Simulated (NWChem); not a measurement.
Relativistic effects in H2PbS

```xyz
4

Pb     0.3512    -0.2600     0.0000
H      1.4267     1.2656     0.0000
S     -1.7261     1.2401     0.0000
H     -2.6092     0.2123     0.0000
```
Charge 0, spin multiplicity 1.

All runs are NWChem calculations. Structure: optimised with B3LYP/def2-SVP with def2 effective core potentials on Pb, a minimum by its harmonic frequencies. It is one conformer; others weren't searched.

Functional PBE0, all-electron basis x2c-SVPall-2c, contracted for the X2C Hamiltonian and used here with ZORA. The ion keeps the geometry and has multiplicity 2 in the scalar run; the spin-orbit run starts from the same electron counts.

The cost column gives rough processor time relative to scalar ZORA; each entry includes its own SCF.

The structure started from a generated list of species. No SCF solution was tested for a lower state.

```csv
Hamiltonian,ΔSCF ionisation energy (eV),HOMO (eV),LUMO (eV),gap (eV),relative cost
scalar ZORA,9.04,-6.92,-2.66,4.26,1
spin-orbit ZORA,9.02,-6.91,-2.71,4.21,under 3
```

From scalar ZORA to spin-orbit ZORA the ionisation energy shrinks by 0.02 eV.
